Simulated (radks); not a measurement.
Values are calculated unless marked as measured or tabulated.
Q: S V, 12 electrons, occupied as [Ne] 3s2. Level of theory: non-relativistic Kohn-Sham, LDA (Slater exchange, Perdew-Wang correlation), spin-polarised, spherical densities, point nucleus (a radial shooting solver on a logarithmic mesh with Libxc functionals). Some entries of the table are withheld. Estimate them.

orbital  occ.  eigenvalue (Ry)  <r^2> (bohr^2)  <r> (bohr)
1s          2              (1)         0.01279     0.09756
2s          2        -19.76109          0.2749      0.4809
2p          6        -15.88562          0.2424      0.4407
3s          2         -4.84166           2.458         (2)

A: 
(1) 1s eigenvalue (Ry): -180.1428
(2) 3s <r> (bohr): 1.468
